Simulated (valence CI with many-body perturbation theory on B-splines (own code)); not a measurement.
Level structure of I⁴⁷⁺

Calculated by relativistic CI+MBPT: four valence electrons over a frozen Dirac-Fock core [He], radial functions for each j: 9 s, 9 p, 8 d, 6 f, 3 g, 1 h, with the one-electron correlation potential Σ1, the two-electron term Σ2, the three-electron term Σ3, Breit, model QED; selected CI, second order for the rest, scaled by the run's own slope (own B-spline code, finite nucleus).

No measured spectrum was set against this ion. As an estimate, large intervals hold to a few tenths of a per cent, small ones and those within an open d or f shell to about a per cent.

Levels 1 to 44 of 44, with energies above the lowest level, (2s^2 2p1/2^2) J=0. "Leading %" is the weight of the configuration and term that name the level; weights of strongly mixed levels are sums over their largest components and can fall short, so below about 35 % the name and the second component can differ from the true leading terms, or belong to a minority configuration. In the jj column 3d3/2^4 stands for four electrons in 3d with j = 3/2. Lifetimes count E1, E2, E3, M1 and M2 decay at the calculated energies, and are blank where another channel may lead or the interval is too uncertain; long ones can be off by a factor of two.

```
No.  Configuration  Term  J  E (eV)  Leading %      g    Second component  Lifetime                Leading jj
  1        2s2 2p2    3P  0     0.0         71            29 % 2s2 2p2 1S                2s^2 2p1/2^2 (100 %)
  2        2s2 2p2    3P  1   305.3        100  1.485                       5.33 ns  2s^2 2p1/2 2p3/2 (100 %)
  3        2s2 2p2    1D  2   320.7         62  1.168     37 % 2s2 2p2 3P   4.06 μs  2s^2 2p1/2 2p3/2 (100 %)
  4         2s 2p3   3P°  2   486.0         44  1.579     35 % 2s 2p3 5S°   75.6 ps   2s 2p1/2^2 2p3/2 (98 %)
  5         2s 2p3   3D°  1   545.6         37  1.077     25 % 2s 2p3 1P°   1.37 ps   2s 2p1/2^2 2p3/2 (98 %)
  6        2s2 2p2    3P  2   638.1         62  1.295     37 % 2s2 2p2 1D   1.79 ns       2s^2 2p3/2^2 (99 %)
  7        2s2 2p2    1S  0   677.6         70            29 % 2s2 2p2 3P   1.35 ns       2s^2 2p3/2^2 (98 %)
  8         2s 2p3   3D°  2   776.1         48  1.539     46 % 2s 2p3 5S°   6.31 ps   2s 2p1/2 2p3/2^2 (98 %)
  9         2s 2p3   3D°  3   810.3        100  1.314                       6.74 ps  2s 2p1/2 2p3/2^2 (100 %)
 10         2s 2p3   3P°  0   846.5        100                              1.68 ps  2s 2p1/2 2p3/2^2 (100 %)
 11         2s 2p3   3S°  1   860.9         43  1.292     40 % 2s 2p3 3D°    899 fs   2s 2p1/2 2p3/2^2 (98 %)
 12         2s 2p3   1D°  2   871.1         72  1.075     21 % 2s 2p3 3D°    901 fs   2s 2p1/2 2p3/2^2 (98 %)
 13         2s 2p3   3P°  1   874.6         52  1.358     32 % 2s 2p3 1P°   1.13 ps   2s 2p1/2 2p3/2^2 (98 %)
 14            2p4    3P  2  1066.0         70  1.335         29 % 2p4 1D    939 fs    2p1/2^2 2p3/2^2 (99 %)
 15            2p4    1S  0  1109.1         60                39 % 2p4 3P    764 fs    2p1/2^2 2p3/2^2 (98 %)
 16         2s 2p3   3P°  2  1152.6         52  1.403     19 % 2s 2p3 1D°   1.73 ps         2s 2p3/2^3 (98 %)
 17         2s 2p3   1P°  1  1208.4         42  1.203     26 % 2s 2p3 3S°    646 fs         2s 2p3/2^3 (98 %)
 18            2p4    3P  1  1380.5        100  1.485                        587 fs     2p1/2 2p3/2^3 (100 %)
 19            2p4    1D  2  1396.6         70  1.129         30 % 2p4 3P    640 fs     2p1/2 2p3/2^3 (100 %)
 20            2p4    3P  0  1732.9         61                39 % 2p4 1S    446 fs            2p3/2^4 (99 %)
 21      2s2 2p 3s   3P°  0  4830.2         99                              21.5 fs      2s^2 2p1/2 3s (99 %)
 22      2s2 2p 3s   3P°  1  4833.0         67  1.323  32 % 2s2 2p 3s 1P°   16.9 fs      2s^2 2p1/2 3s (99 %)
 23      2s2 2p 3p    3D  1  4885.4         73  0.653   23 % 2s2 2p 3p 1P   1.58 ps   2s^2 2p1/2 3p1/2 (99 %)
 24      2s2 2p 3p    3P  0  4914.1         69          30 % 2s2 2p 3p 1S    501 fs   2s^2 2p1/2 3p1/2 (98 %)
 25      2s2 2p 3p    3P  1  4978.2         26  1.728   20 % 2s 2p2 3s 5P   45.8 fs   2s^2 2p1/2 3p3/2 (56 %)
 26      2s2 2p 3p    3D  2  4991.4         55  1.159   29 % 2s2 2p 3p 1D   1.02 ps   2s^2 2p1/2 3p3/2 (99 %)
 27      2s 2p2 3s    5P  1  5005.7         30  1.860   20 % 2s2 2p 3p 3P   41.0 fs      2s 2p1/2^2 3s (54 %)
 28      2s 2p2 3s    3P  0  5017.1         71          27 % 2s 2p2 3s 1S   23.7 fs      2s 2p1/2^2 3s (97 %)
 29      2s2 2p 3d   3F°  2  5036.6         74  0.753  20 % 2s2 2p 3d 1D°   15.2 fs  2s^2 2p1/2 3d3/2 (100 %)
 30      2s2 2p 3d   3D°  1  5046.5         21  1.169  14 % 2s 2p2 3p 5D°   2.21 fs   2s 2p1/2^2 3p1/2 (58 %)
 31      2s 2p2 3p   5D°  0  5052.2         50         45 % 2s 2p2 3p 3P°    342 fs   2s 2p1/2^2 3p1/2 (97 %)
 32      2s2 2p 3d   3D°  1  5062.2         31  1.090  18 % 2s2 2p 3d 1P°   6.05 fs   2s^2 2p1/2 3d3/2 (59 %)
 33      2s2 2p 3d   3P°  2  5072.6         46  1.281  35 % 2s2 2p 3d 3D°   2.59 fs   2s^2 2p1/2 3d5/2 (98 %)
 34      2s2 2p 3d   3F°  3  5075.5         48  1.105  29 % 2s2 2p 3d 1F°   2.87 fs   2s^2 2p1/2 3d5/2 (99 %)
 35      2s 2p2 3p   3P°  2  5153.8         27  1.537  21 % 2s 2p2 3p 5P°   83.9 fs   2s 2p1/2^2 3p3/2 (86 %)
 36      2s 2p2 3p   3D°  1  5158.6         32  1.103  19 % 2s 2p2 3p 1P°   7.01 fs   2s 2p1/2^2 3p3/2 (93 %)
 37      2s2 2p 3s   3P°  2  5160.0         87  1.490                       34.4 fs      2s^2 2p3/2 3s (87 %)
 38      2s2 2p 3s   1P°  1  5165.4         64  1.137  30 % 2s2 2p 3s 3P°   12.9 fs      2s^2 2p3/2 3s (94 %)
 39      2s 2p2 3d    5F  1  5199.0         43  0.432   34 % 2s 2p2 3d 3D   20.2 fs   2s 2p1/2^2 3d3/2 (97 %)
 40      2s 2p2 3d    3D  2  5203.3         29  1.166   23 % 2s 2p2 3d 5F   12.7 fs   2s 2p1/2^2 3d3/2 (92 %)
 41      2s2 2p 3p    3P  1  5224.9         51  1.451   24 % 2s2 2p 3p 3S    455 fs   2s^2 2p3/2 3p1/2 (96 %)
 42      2s2 2p 3p    3D  2  5227.5         43  1.175   32 % 2s2 2p 3p 1D    544 fs   2s^2 2p3/2 3p1/2 (96 %)
 43      2s 2p2 3d    3D  3  5233.1         32  1.362   21 % 2s 2p2 3d 5D   2.89 fs   2s 2p1/2^2 3d5/2 (97 %)
 44      2s 2p2 3d    3F  2  5247.7         33  1.000   22 % 2s 2p2 3d 1D   3.05 fs   2s 2p1/2^2 3d5/2 (92 %)
```

The ionisation energy to 2s2 2p 2P°_1/2 of the next ion comes out as 8602.1 eV (NIST: 8601 ± 4 eV (theoretical)). All 44 levels together are meant to be complete up to 5254.3 eV.
